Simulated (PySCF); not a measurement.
# CdB: one state, many levels of theory

State: ²Π (doublet), unpaired electrons π ↑. Set-up: PySCF, scalar-relativistic core potentials, basis sets Cd def2-SVP with ECP28, B def2-SVP. De refers to Cd + B in their high-spin ground configurations, without counterpoise correction. The functionals are run spin-unrestricted. A positive dipole means Cd(−)B(+). Levels whose curve was spin-contaminated or gave no clean fit are not listed.

| Level | Re (Å) | ωe (cm⁻¹) | De (eV) | μ (D) |
| --- | --- | --- | --- | --- |
| PBE | 2.376 | 303 | 0.62 | -1.85 |
| PW91 | 2.374 | 303 | 0.63 | -1.81 |
| BP86 | 2.386 | 294 | 0.55 | -1.77 |
| r²SCAN | 2.367 | 306 | 0.58 | -1.79 |
| PBE0 | 2.426 | 272 | 0.453 | -1.93 |
| BHandHLYP | 2.623 | 167 | 0.146 | -1.46 |

Problem. What does a quarter of exact exchange do here, going from PBE to PBE0?

Solution. PBE0 less PBE: +5.0 pm in Re, -10.2 % in ωe, -0.17 eV in De. Exact exchange removes part of the self-interaction that spreads semilocal densities, and in most molecules shortens and stiffens the bond and lowers De; here Re and ωe go the other way.

Problem. What does the step from GGA to meta-GGA do here, going from PBE to r²SCAN?

Solution. r²SCAN less PBE: -0.9 pm in Re, +1.0 % in ωe, -0.04 eV in De. 

Spin–orbit coupling is left out. The state is the lowest determinant that a PBE0 search found; another state may lie lower at other levels.

The whole job (state search and all levels along the bond) took about 2.1 min on 1 thread of Arm Neoverse V2 (shared host), peak memory 0.55 GiB.
